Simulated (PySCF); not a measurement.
# C₆ coefficients of unlike pairs at BP86

Calculated with PySCF 2.14 from the dipole response of each species, C₆(A,B) = (3/π) ∫ α_A(iu) α_B(iu) du, in atomic units, from isotropic polarisabilities. For ions this is the dispersion term alone; charge-induced terms of lower order in 1/R come first.

| species | configuration | basis | relativity | α (bohr³) | C₆ (like pair) |
| --- | --- | --- | --- | --- | --- |
| Te²⁺ | [Kr] 4d10 5s2 5p2 (3P) | aug-cc-pVTZ-DK3 (8s7p5d2f) | spin-free X2C | 14.83 | 94.44 |
| W²⁺ | [Xe] 4f14 5d4 (5D) | aug-cc-pVTZ-PP with one added diffuse shell each of s, p, d, f, g type with ECP60MDF (7s7p6d4f3g) | core potential | 13.91 | 82.68 |
| Nb³⁺ | [Kr] 4d2 (3F) | aug-cc-pwCVDZ-PP with ECP28MDF (6s6p5d3f) | core potential | 6.058 | 25.94 |
| As²⁺ | [Ar] 3d10 4s2 4p1 (2P) | aug-cc-pVTZ-PP with one added diffuse shell each of s, d, f type with ECP10MDF (7s5p5d3f) | core potential | 10.14 | 43.14 |

Q: Estimate C₆ for As²⁺ with Te²⁺.

A: The integral gives 63.80. The combination rule 2 C_A C_B / (C_A α_B/α_A + C_B α_A/α_B) gives 63.82 and the geometric mean 63.83.

No spin-orbit coupling is included.

The other pairs:

| pair | C₆ |
| --- | --- |
| As²⁺, Nb³⁺ | 32.05 |
| Nb³⁺, Te²⁺ | 47.77 |
| Nb³⁺, W²⁺ | 45.54 |
| W²⁺, Te²⁺ | 87.92 |
| As²⁺, W²⁺ | 59.25 |
